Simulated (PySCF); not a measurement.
# AsI at PW91

Computed with PW91; basis As cc-pVDZ-PP with ECP10, I cc-pVDZ-PP with ECP28; scalar-relativistic core potentials; PySCF 2.14.

| Property | Result |
| --- | --- |
| state | ³Σ⁻ (triplet), unpaired electrons π ↑↑ |
| bond length | 2.528 Å |
| harmonic wavenumber | 249 cm⁻¹ |
| force constant | 1.73 mdyn/Å |
| rotational constant Be | 0.05597 cm⁻¹ |
| anharmonicity ωexe | 0.604 cm⁻¹ |
| vibration–rotation constant αe | 0.000182 cm⁻¹ |
| well depth De to As + I | 2.62 eV |
| dissociation energy D0 | 2.60 eV |
| bond order (Mayer) | 1.34 |
| dipole moment (positive dipole means As(−)I(+)) | -0.57 D |

Spin–orbit coupling is left out, which matters for elements this heavy, above all for dissociation energies. The state is the lowest determinant that a PBE0 search found; another state may lie lower at other levels.
